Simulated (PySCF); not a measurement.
**Radial density of As⁺ (arsenic, charge +1)**

B3LYP, [Ar] 3d10 4s2 4p2, high-spin 3P determinant. Calculation: PySCF 2.14, in cc-pVDZ-PP with ECP10MDF; a scalar-relativistic core potential. This is the valence pseudo-density: the core potential removes the inner electrons and smooths the orbitals near the nucleus.

```tsv
r (bohr)	4πr²ρ (e/bohr)	4πr²(ρα − ρβ)
0.000667	1.165e-05	0.0000
0.00112	3.290e-05	0.0000
0.00189	9.270e-05	0.0000
0.00317	0.0002592	0.0000
0.00534	0.0007094	0.0000
0.00898	0.001836	0.0000
0.0151	0.004174	0.0000
0.0254	0.007898	0.0000
0.0427	0.01770	0.0000
0.0719	0.1037	0.0001
0.121	0.9131	0.0004
0.203	5.557	0.0123
0.342	21.12	0.1177
0.575	28.92	0.0994
0.968	9.333	0.1144
1.63	2.949	0.9527
2.74	1.064	0.6533
4.61	0.07926	0.0664
7.75	0.0001870	0.0002
```

Energies and moments cover only the electrons outside the core potential.
